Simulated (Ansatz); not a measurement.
```yaml
crystal:
  periodic: [false, false, false]
  atoms:
    - {symbol: Al, position_ang: [-0.608165, 1.001321, -0.493686]}
    - {symbol: C, position_ang: [0.388964, 0.507457, 1.197032]}
    - {symbol: N, position_ang: [1.137447, -0.154723, 1.796531]}
    - {symbol: Sn, position_ang: [1.279625, -1.652307, -0.103317]}
    - {symbol: H, position_ang: [-2.140505, 0.630511, -0.423595]}
    - {symbol: H, position_ang: [0.017264, 2.286593, -1.168711]}
    - {symbol: H, position_ang: [0.319013, -0.351341, -1.175156]}
    - {symbol: H, position_ang: [-0.301544, -2.324711, 0.315204]}
basis:
  gaussian: {orbitals: ANO-RCC-VTZP, point_charges: [{charge: 2.00, position_ang: [5.916, 0.655, 0.107]}]}
magnetization: {spin_polarized: true, initial_magnetization: 1}
hamiltonian: {xc: {name: B97}}
scf: {lower_state_search: full}
output: {forces: true}
```

```sh
$ ansatz run in.yaml --threads 2 --pin off --events-out ev --progress --plain --max-ram 4352MiB
```

Shortened log:

```
Error: a molecule whose nuclei and cores have a total charge of 80 cannot have a net charge of 0 together with 1 unpaired electrons
```

In this input the number of unpaired electrons doesn't fit the electron count. The input was rejected before any iteration.
